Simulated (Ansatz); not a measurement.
Basis-set extrapolation for CH7AlBFOSi (PBE0-D4/def2-TZVP geometry, frozen core, Ansatz 0.2.0). Multiplicity 1, RHF reference.

```json
{"": "HF", "def2-TZVPP": "-771.986450", "def2-QZVPP": "-772.013522"}
{"": "MP2 correlation", "def2-TZVPP": "-0.959629", "def2-QZVPP": "-1.035140"}
{"": "CCSD(T) correlation", "def2-TZVPP": "-1.052018", "def2-QZVPP": "not run"}
```

Energies in hartree. Use E(X) = E(∞) + A·exp(−7.88·√X) for Hartree–Fock and E(X) = E(∞) + B·X^(−2.97) for correlation, with X = 3 and 4, and add CCSD(T) minus MP2 of the smaller set to the MP2 limit.

Q: What is the CCSD(T) energy at the basis-set limit?

A: HF limit: -772.013522 + (-0.027072) × 0.13774 = -772.01725. MP2 limit: -1.035140 + (-0.075511) × 0.74074 = -1.09107. Higher-order term: -1.052018 − (-0.959629) = -0.09239. Total: -773.20071 hartree, 4.41 eV below CCSD(T)/def2-TZVPP.
